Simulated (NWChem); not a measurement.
System: CHBrCl₂; SMILES ClC(Cl)Br

Input file for NWChem:

```
start job
memory heap 200 mb stack 900 mb global 1100 mb
geometry units angstroms noautoz
  Cl    -0.078796     1.312127    -1.456861
  C      0.479311     0.495780     0.000000
  Cl    -0.078796     1.312127     1.456861
  Br    -0.034026    -1.373169     0.000000
  H      1.573461     0.512275     0.000000
end
basis spherical
  * library 6-31g*
end
dft
  xc b3lyp
  iterations 150
  mulliken
end
task dft energy
```

All runs use the structure optimised with PBE0/def2-SVP.

Q: What results follow from this input? (B3LYP/6-31G* (spherical d).) Quantities: basis functions; energy (Ha); highest occupied level (eV); orbital gap (eV); dipole (D).

A: 
* **number of basis functions**: 84
* **energy (Ha)**: -3532.95
* **highest occupied level (eV)**: -8.15
* **orbital gap (eV)**: 6.56
* **dipole (D)**: 1.19
